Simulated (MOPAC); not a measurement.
MOPAC input (PM7):

```
PM7 PRECISE GNORM=0.05 LET XYZ UHF MS=0.5 GEO-OK AUX(PRECISION=9) THREADS=1
C4F5

F     2.46106200 1    0.30287400 1   -1.78815700 1
C     1.26995100 1    0.17236700 1   -1.28970100 1
C     0.84912900 1   -0.45053600 1   -0.20713700 1
F     1.70872900 1   -1.15454300 1    0.57507000 1
C    -0.53185700 1   -0.43240500 1    0.22949000 1
F    -1.14081800 1   -1.63128000 1    0.35130600 1
C    -1.23639700 1    0.65820600 1    0.51966400 1
F    -2.50277100 1    0.63521000 1    0.86308100 1
F    -0.76008600 1    1.88265100 1    0.49715600 1
```

From the output:

```
                                                       MOPAC v23.2.5 Linux

          FINAL HEAT OF FORMATION =       -145.18798 KCAL/MOL =    -607.46653 KJ/MOL

          COSMO AREA              =        138.66 SQUARE ANGSTROMS
          COSMO VOLUME            =        127.24 CUBIC ANGSTROMS

          GRADIENT NORM           =          0.03959          =       0.01320 PER ATOM
          IONIZATION POTENTIAL    =         10.294140 EV
          ALPHA SOMO LUMO (EV)    =        -10.430 -1.242
          BETA  SOMO LUMO (EV)    =        -10.294 -1.437
          NO. OF ALPHA ELECTRONS  =         26
          NO. OF BETA  ELECTRONS  =         25
          MOLECULAR WEIGHT        =        143.0360         POINT GROUP:  Cs

          MOLECULAR DIMENSIONS (Angstroms)

            Atom       Atom       Distance
            F     8    F     1     5.57257
            F     9    F     4     3.68700
            F     6    F     9     0.00095

          SCF CALCULATIONS        =         77

   ATOM   CHEMICAL          X               Y               Z
  NUMBER   SYMBOL      (ANGSTROMS)     (ANGSTROMS)     (ANGSTROMS)

     1       F          2.55024823  *   0.65665040  *  -1.50648607  *
     2       C          1.46947156  *   0.41260469  *  -0.88352263  *
     3       C          0.82692708  *  -0.54980174  *  -0.23533632  *
     4       F          1.39664732  *  -1.74495072  *  -0.11410648  *
     5       C         -0.47653515  *  -0.43524919  *   0.37699080  *
     6       F         -0.91537419  *  -1.53497872  *   0.97048649  *
     7       C         -1.26710241  *   0.65520107  *   0.40090132  *
     8       F         -2.44537965  *   0.73720101  *   0.96146641  *
     9       F         -0.98058774  *   1.81355156  *  -0.13629211  *

                             CARTESIAN COORDINATES

   1    F        2.550248232     0.656650403    -1.506486066
   2    C        1.469471564     0.412604685    -0.883522633
   3    C        0.826927082    -0.549801738    -0.235336316
   4    F        1.396647321    -1.744950719    -0.114106475
   5    C       -0.476535154    -0.435249192     0.376990804
   6    F       -0.915374191    -1.534978716     0.970486489
   7    C       -1.267102413     0.655201068     0.400901316
   8    F       -2.445379650     0.737201013     0.961466405
   9    F       -0.980587737     1.813551557    -0.136292114

           Empirical Formula: C4 F5  =     9 atoms

      MOLECULAR POINT GROUP   :   Cs

          ALPHA EIGENVALUES
 -43.27758 -42.77396 -42.62197 -42.29222 -42.14124 -29.34630 -26.40622 -23.00339
 -20.78459 -19.72764 -19.38544 -18.73113 -18.23208 -18.21308 -17.69968 -17.52834
 -17.45545 -17.16521 -17.05018 -16.95553 -16.47987 -15.94821 -14.71308 -12.53721
 -11.53476 -10.43016  -1.24206   0.33901   1.15610   1.43451   1.52872   2.59056
   2.91232   3.24669   3.38286   3.86552

           BETA EIGENVALUES
 -43.07654 -42.78909 -42.63710 -42.24439 -42.05481 -29.25770 -26.27943 -22.90144
 -20.68149 -19.70365 -19.16693 -18.77427 -18.21839 -18.00244 -17.63356 -17.56171
 -17.43275 -17.21872 -17.09230 -16.97484 -16.45636 -15.88673 -14.71699 -12.53146
 -10.29414  -1.43734  -1.03003   0.48342   1.21348   1.38947   1.64661   2.63454
   2.97882   3.24495   3.39978   4.21469

              NET ATOMIC CHARGES AND DIPOLE CONTRIBUTIONS

  ATOM NO.   TYPE          CHARGE      No. of ELECS.   s-Pop       p-Pop
    1          F          -0.065102        7.0651     1.95967     5.10543
    2          C           0.150500        3.8495     1.22359     2.62591
    3          C           0.018578        3.9814     1.06693     2.91450
    4          F          -0.096217        7.0962     1.96888     5.12734
    5          C           0.033693        3.9663     1.06798     2.89832
    6          F          -0.085845        7.0858     1.96803     5.11782
    7          C           0.266500        3.7335     1.11592     2.61758
    8          F          -0.107255        7.1073     1.96572     5.14154
    9          F          -0.114852        7.1149     1.96576     5.14909
 DIPOLE           X         Y         Z       TOTAL
 POINT-CHG.     0.172     0.871    -0.382     0.967
 HYBRID         0.276    -0.296    -0.037     0.406
 SUM            0.448     0.576    -0.419     0.841

          ATOMIC ORBITAL ELECTRON POPULATIONS

     Atom    s        px        py        pz
    1  F   1.95967   1.42122   1.90982   1.77440
    2  C   1.22359   0.82187   0.90474   0.89930
    3  C   1.06693   0.96587   0.86217   1.08646
    4  F   1.96888   1.83455   1.32402   1.96877
    5  C   1.06798   0.96179   0.88137   1.05516
    6  F   1.96803   1.89216   1.41589   1.80976
    7  C   1.11592   0.83971   0.84622   0.93166
    8  F   1.96572   1.34909   1.96975   1.82269
    9  F   1.96576   1.93693   1.37615   1.83601

                    (SZ)    =    0.500000
                    (S**2)  =    0.867249

          ATOMIC ORBITAL SPIN POPULATIONS

    Atom   Total    s     px     py     pz
         Atomic
    1  F  0.0723  0.001  0.031  0.034  0.006
    2  C  1.1445  0.163  0.228  0.552  0.201
    3  C -0.2355  0.006 -0.045 -0.033 -0.164
    4  F  0.0475 -0.000 -0.001  0.054 -0.006
    5  C  0.1831  0.008  0.039  0.019  0.116
    6  F  0.0031  0.000  0.001 -0.003  0.005
    7  C -0.2036 -0.007 -0.039 -0.021 -0.137
    8  F -0.0058 -0.000  0.002 -0.001 -0.007
    9  F -0.0056 -0.000 -0.002  0.003 -0.007

 **********************
 *                    *
 * JOB ENDED NORMALLY *
 *                    *
 **********************

 == MOPAC DONE ==
```

The geometry given is a B3LYP-D3(BJ)/def2-TZVP minimum.

The determinant is spin-contaminated: <S^2> is 0.87 against 0.75 for a pure state.
